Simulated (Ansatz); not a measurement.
One change: `CBO` becomes `CB(O)C=O`.

Ansatz, PBE0-D4/def2-TZVP geometries, multiplicity 1. Each molecule was computed in one conformer, which needn't be the lowest.

```json
{"property": "HOMO energy (PBE0/def2-TZVPP) / eV", "`CBO`": "-8.57"}
{"property": "LUMO energy (ωB97M-V/def2-TZVPP) / eV", "`CBO`": "2.10"}
{"property": "HOMO energy (B3LYP/def2-TZVPP) / eV", "`CBO`": "-8.38"}
{"property": "LUMO energy (B3LYP/def2-TZVPP) / eV", "`CBO`": "-0.05"}
{"property": "size of the dipole moment (B3LYP/def2-TZVPP) / D", "`CBO`": "1.05"}
{"property": "ideal-gas entropy at 298 K and 1 bar (rigid rotor, harmonic PBE0-D4/def2-TZVP) / J/(mol·K)", "`CBO`": "272"}
```

Give the same properties after the change, and the shifts. (Estimate.)

The calculation gave: 
| property | `CB(O)C=O` | shift |
| --- | --- | --- |
| HOMO energy (PBE0/def2-TZVPP) / eV | -7.35 | 1.22 |
| LUMO energy (ωB97M-V/def2-TZVPP) / eV | 0.10 | -2.00 |
| HOMO energy (B3LYP/def2-TZVPP) / eV | -7.16 | 1.22 |
| LUMO energy (B3LYP/def2-TZVPP) / eV | -2.45 | -2.40 |
| size of the dipole moment (B3LYP/def2-TZVPP) / D | 1.75 | 0.70 |
| ideal-gas entropy at 298 K and 1 bar (rigid rotor, harmonic PBE0-D4/def2-TZVP) / J/(mol·K) | 323 | 51 |

With PBE0 the HOMO rises by 1.22 eV and the LUMO falls by 2.40 eV, so the gap narrows by about 3.62 eV. PBE moves the HOMO by 1.29 eV and ωB97M-V by 1.20 eV. The zero-point energy changes by 28.3 kJ/mol with +6 modes. Dipoles are sizes alone; their direction can turn.

B3LYP here is the variant with VWN-RPA as its local correlation; programs differ in this.
